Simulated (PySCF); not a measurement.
Members of one family of related compounds. Computed, not measured: TDDFT CAM-B3LYP/def2-SVPD, vertical, gas phase, core orbitals frozen in the response (PySCF 2.14.0, density-fitted response routines). Geometries: PBE0-D3(BJ)/def2-SVP; one conformer of each isolated species. Triplets are in the Tamm–Dancoff approximation. 'Strongest' means the level of largest summed f among the lowest 10 singlets; it needn't be the same kind of state in each.

Task: Rank by computed lowest singlet excitation energy, lowest first.
A. `[NH3+][BH2-]B(O)O`
B. `N[BH2-][NH3+]`
C. `[NH3+][BH2-]CO`
D. `[NH3+][BH2-]O[SiH3]`

Result: B (5.67 eV), D (5.88 eV), A (6.04 eV), C (6.20 eV).

```tsv
SMILES	S1 (eV)	HOMO (eV)	first f ≥ 0.01 (nm)	α (au)	f (S1)	strongest (eV)	S1 mainly
N[BH2-][NH3+]	5.67	-7.70	219	40.8	0.075	5.67	H→L (88%)
[NH3+][BH2-]O[SiH3]	5.88	-8.30	170	60.1	0.004	7.30	H→L (96%)
[NH3+][BH2-]B(O)O	6.04	-8.37	205	51.6	0.016	8.22	H→L (96%)
[NH3+][BH2-]CO	6.20	-8.48	200	47.2	0.011	8.17	H→L (82%)
```

H and L stand for HOMO and LUMO.

- `N[BH2-][NH3+]`: Löwdin shares by element: HOMO nitrogen 63% or more, hydrogen 12% or more, boron 11%; LUMO hydrogen 31% or more, boron 30%, nitrogen 16% or more (atoms not listed hold the other 23%).
- `[NH3+][BH2-]O[SiH3]`: Löwdin shares by element: HOMO oxygen 37%, hydrogen 27% or more, boron 22%; LUMO hydrogen 47% or more, boron 26% (atoms not listed hold the other 27%).
- `[NH3+][BH2-]B(O)O`: Löwdin shares by element: HOMO boron 60%, oxygen 10% or more, hydrogen 8% or more (atoms not listed hold the other 22%); LUMO boron 38%, hydrogen 26% or more (atoms not listed hold the other 36%).
- `[NH3+][BH2-]CO`: Löwdin shares by element: HOMO oxygen 38%, carbon 24%, boron 19%, hydrogen 4% or more; LUMO hydrogen 34% or more, boron 28%, nitrogen 14% (atoms not listed hold the other 25%).
